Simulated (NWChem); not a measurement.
MoN$_{2}$H$_{2}$BrCl; SMILES [NH]=[Mo](=[NH])([Cl])[Br]

All runs: NWChem. Medium grid unless said otherwise, to which SCAN and Minnesota functionals are sensitive. The geometry was optimised at PBE0/def2-SVP. No frequency run checked for a minimum. def2 effective core potentials on Mo; no spin-orbit coupling. Level r2SCAN/def2-SVP: energy and gradient; each run changes one setting, and changes count from the defaults (medium grid, exact Coulomb integrals, symmetry on).

Q: Which setting moves the energy most, and by about how much (extra-fine grid; tight SCF thresholds and tolerances; coarse grid; symmetry off; defaults)?

A: coarse grid, by about 700 μHa.
```
setting                              size of the energy change (μHa)  largest change of a gradient component (μHa/bohr)
-----------------------------------  -------------------------------  -------------------------------------------------
defaults                                                        < 10                                               < 30
tight SCF thresholds and tolerances                             < 10                                                100
coarse grid                                                      700                                                100
extra-fine grid                                                   20                                               < 30
symmetry off                                                    < 10                                        other frame
```
